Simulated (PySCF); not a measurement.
C5H15NSi2.
Atom-mapped SMILES: `[CH3:1][CH2:2][CH2:3][Si@H:4]1[CH2:5][CH2:6][SiH2:7][NH:8]1` (hydrogens: H9, H10, H11 on C1; H12, H13 on C2; H14, H15 on C3; H16 on Si4; H17, H18 on C5; H19, H20 on C6; H21, H22 on Si7; H23 on N8)

The same species was optimised twice, with GFN2-xTB and with PBE0-D3(BJ)/def2-SVP (PySCF), and the same property calculations (PySCF, gas phase) were run on both structures.

```
      coordinate  GFN2-xTB  PBE0-D3(BJ)/def2-SVP  change
      C3–Si4 (Å)     1.898                 1.881  -0.017
      Si7–N8 (Å)     1.731                 1.744  +0.013
      Si4–N8 (Å)     1.736                 1.749  +0.013
       C5–C6 (Å)     1.532                 1.542  +0.010
      Si4–C5 (Å)     1.901                 1.895  -0.006
      C6–Si7 (Å)     1.899                 1.893  -0.006
       C2–C3 (Å)     1.524                 1.529  +0.005
       C1–C2 (Å)     1.525                 1.521  -0.004
  Si4–N8–Si7 (°)     117.8                 114.9    -2.9
   C6–Si7–N8 (°)      96.7                  98.9    +2.2
   C3–Si4–N8 (°)     111.3                 113.2    +1.9
   C5–Si4–N8 (°)      96.6                  98.3    +1.7
    C1–C2–C3 (°)     111.9                 113.6    +1.7
   C3–Si4–C5 (°)     114.7                 113.5    -1.2
   C2–C3–Si4 (°)     112.8                 113.9    +1.1
   C5–C6–Si7 (°)     109.0                 108.1    -0.9
C1–C2–C3–Si4 (°)      -178                   179      -3
C2–C3–Si4–C5 (°)        68                    66      -2
```

Rotational constants: A = 3491, B = 643.4, C = 590.5 MHz (GFN2-xTB) against A = 3496, B = 641.8, C = 587.4 MHz (PBE0-D3(BJ)/def2-SVP). Point groups within 0.08 Å: C1 and C1.

On the GFN2-xTB structure: HOMO (eV) -6.92 [PBE0/pcSseg-1]; LUMO (eV) 0.83 [PBE0/pcSseg-1]; dipole (D) 0.64 [PBE0/pcSseg-1]; GIAO shielding of C1 (ppm) 165.6 [PBE0/pcSseg-1]; GIAO shielding of C2 (ppm) 167.1 [PBE0/pcSseg-1]; GIAO shielding of C3 (ppm) 163.1 [PBE0/pcSseg-1]; GIAO shielding of Si4 (ppm) 348.0 [PBE0/pcSseg-1]; GIAO shielding of C5 (ppm) 176.9 [PBE0/pcSseg-1]; GIAO shielding of C6 (ppm) 179.3 [PBE0/pcSseg-1]; GIAO shielding of Si7 (ppm) 373.4 [PBE0/pcSseg-1]; GIAO shielding of N8 (ppm) 249.9 [PBE0/pcSseg-1].

What do these properties become on the PBE0-D3(BJ)/def2-SVP structure?

```json
{"property": "HOMO (eV)", "level": "PBE0/pcSseg-1", "on GFN2-xTB": "-6.92", "on PBE0-D3(BJ)/def2-SVP": "-7.04", "change": "-0.12"}
{"property": "LUMO (eV)", "level": "PBE0/pcSseg-1", "on GFN2-xTB": "0.83", "on PBE0-D3(BJ)/def2-SVP": "0.81", "change": "-0.02"}
{"property": "dipole (D)", "level": "PBE0/pcSseg-1", "on GFN2-xTB": "0.64", "on PBE0-D3(BJ)/def2-SVP": "0.70", "change": "+0.06"}
{"property": "energy, GFN2-xTB geometry as zero (kcal/mol)", "level": "PBE0/pcSseg-1", "on GFN2-xTB": "0.0", "on PBE0-D3(BJ)/def2-SVP": "-2.2", "change": "-2.2"}
{"property": "GIAO shielding of C1 (ppm)", "level": "PBE0/pcSseg-1", "on GFN2-xTB": "165.6", "on PBE0-D3(BJ)/def2-SVP": "164.0", "change": "-1.6"}
{"property": "GIAO shielding of C2 (ppm)", "level": "PBE0/pcSseg-1", "on GFN2-xTB": "167.1", "on PBE0-D3(BJ)/def2-SVP": "165.8", "change": "-1.3"}
{"property": "GIAO shielding of C3 (ppm)", "level": "PBE0/pcSseg-1", "on GFN2-xTB": "163.1", "on PBE0-D3(BJ)/def2-SVP": "162.5", "change": "-0.6"}
{"property": "GIAO shielding of Si4 (ppm)", "level": "PBE0/pcSseg-1", "on GFN2-xTB": "348.0", "on PBE0-D3(BJ)/def2-SVP": "346.7", "change": "-1.3"}
{"property": "GIAO shielding of C5 (ppm)", "level": "PBE0/pcSseg-1", "on GFN2-xTB": "176.9", "on PBE0-D3(BJ)/def2-SVP": "176.1", "change": "-0.8"}
{"property": "GIAO shielding of C6 (ppm)", "level": "PBE0/pcSseg-1", "on GFN2-xTB": "179.3", "on PBE0-D3(BJ)/def2-SVP": "178.2", "change": "-1.1"}
{"property": "GIAO shielding of Si7 (ppm)", "level": "PBE0/pcSseg-1", "on GFN2-xTB": "373.4", "on PBE0-D3(BJ)/def2-SVP": "372.4", "change": "-1.0"}
{"property": "GIAO shielding of N8 (ppm)", "level": "PBE0/pcSseg-1", "on GFN2-xTB": "249.9", "on PBE0-D3(BJ)/def2-SVP": "247.3", "change": "-2.6"}
```

The heavy atoms differ by 0.037 Å rms after alignment. Among bonds between heavy atoms C3–Si4 changes most (-0.017 Å). Changes are differences of the printed values. Neither structure is proved a minimum here.
